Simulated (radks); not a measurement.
Neutral niobium inside a hard spherical wall (all orbitals vanish at R), configuration held at [Kr] 4d4 5s1 and not refilled when levels cross. All-electron calculation, scalar-relativistic Kohn-Sham, LDA (Slater exchange, Perdew-Wang correlation), spin-unpolarised, spherical densities, finite nucleus; Fermi nuclear charge, rms radius 4.324 fm. Program: a radial shooting solver on a logarithmic mesh with Libxc functionals. Eigenvalues in eV, with the zero of energy where the potential of the charges vanishes at infinity; a dash marks a level that is unbound or too diffuse for the functional's potential to be trusted. A positive occupied level is held by the wall or, in an anion where self-interaction has pushed it up, behind a barrier. The pressure on the wall is -dE/dV.

[
 {"R (bohr)": "free", "E (hartree)": "-3815.49769", "kinetic (hartree)": "3927.259", "e(4s)": "-58.462", "e(4p)": "-34.612", "e(5s)": "-4.195", "e(4d)": "-3.208", "e(5p, empty)": "-1.221", "e(6s, empty)": "-0.043", "pressure (GPa)": "0"},
 {"R (bohr)": "20", "E (hartree)": "-3815.49769", "kinetic (hartree)": "3927.259", "e(4s)": "-58.462", "e(4p)": "-34.612", "e(5s)": "-4.195", "e(4d)": "-3.208", "e(5p, empty)": "-1.220", "e(6s, empty)": "0.093", "pressure (GPa)": "< 0.0001"},
 {"R (bohr)": "15", "E (hartree)": "-3815.49768", "kinetic (hartree)": "3927.259", "e(4s)": "-58.461", "e(4p)": "-34.611", "e(5s)": "-4.194", "e(4d)": "-3.207", "e(5p, empty)": "-1.212", "e(6s, empty)": "0.404", "pressure (GPa)": "< 0.0001"},
 {"R (bohr)": "10", "E (hartree)": "-3815.49670", "kinetic (hartree)": "3927.268", "e(4s)": "-58.379", "e(4p)": "-34.529", "e(5s)": "-4.128", "e(4d)": "-3.134", "e(5p, empty)": "-0.997", "e(6s, empty)": "2.250", "pressure (GPa)": "0.0240"},
 {"R (bohr)": "8", "E (hartree)": "-3815.48992", "kinetic (hartree)": "3927.314", "e(4s)": "-58.042", "e(4p)": "-34.198", "e(5s)": "-3.832", "e(4d)": "-2.840", "e(5p, empty)": "-0.379", "e(6s, empty)": "5.315", "pressure (GPa)": "0.291"},
 {"R (bohr)": "7", "E (hartree)": "-3815.47599", "kinetic (hartree)": "3927.392", "e(4s)": "-57.557", "e(4p)": "-33.724", "e(5s)": "-3.362", "e(4d)": "-2.418", "e(5p, empty)": "0.443", "e(6s, empty)": "8.637", "pressure (GPa)": "1.07"},
 {"R (bohr)": "6", "E (hartree)": "-3815.43630", "kinetic (hartree)": "3927.581", "e(4s)": "-56.555", "e(4p)": "-32.752", "e(5s)": "-2.271", "e(4d)": "-1.538", "e(5p, empty)": "2.162", "e(6s, empty)": "14.758", "pressure (GPa)": "4.20"},
 {"R (bohr)": "3.5", "E (hartree)": "-3814.40361", "kinetic (hartree)": "3931.342", "e(4s)": "-46.529", "e(4p)": "-23.192", "e(5s)": "16.290", "e(4d)": "8.833", "e(5p, empty)": "26.698", "e(6s, empty)": "81.728", "pressure (GPa)": "284"},
 {"R (bohr)": "2", "E (hartree)": "-3801.25290", "kinetic (hartree)": "3975.194", "e(4s)": "-2.801", "e(4p)": "23.786", "e(5s)": "157.64", "e(4d)": "67.727", "e(5p, empty)": "182.52", "e(6s, empty)": "411.07", "pressure (GPa)": "18100"}
]
